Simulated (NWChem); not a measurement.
Species: CH$_{5}$BrOSi; SMILES CO[SiH2]Br

```xyz
9

Si     0.9813    -0.5847     0.1058
Br    -0.1989     1.3062    -0.0280
O      0.0864    -1.8713    -0.4031
C     -1.1108    -2.3270     0.1718
H      2.1431    -0.4840    -0.8072
H      1.3786    -0.7279     1.5353
H     -0.9839    -2.5822     1.2394
H     -1.4304    -3.2334    -0.3628
H     -1.9123    -1.5729     0.0878
```
Atoms are numbered in this order, from 1.

Program: NWChem. Pople sets run with spherical d functions. Geometry: optimised at PBE0/def2-SVP. B3LYP is NWChem's, with the RPA form of VWN correlation. Ions are spin-unrestricted doublets at the neutral geometry; other ion states weren't tried.

```tsv
level	vertical ionisation energy, ΔSCF (eV)	−ε(HOMO) (eV)	ΔSCF minus −ε(HOMO) (eV)
B3LYP/6-31G*	10.33	7.98	2.35
PBE/6-31G*	9.86	6.88	2.98
PBE0/6-31G*	10.41	8.28	2.13
Hartree-Fock/6-31G*	10.08	11.30	-1.22
LRC-wPBEh/6-31G*	10.64	10.14	0.50
```
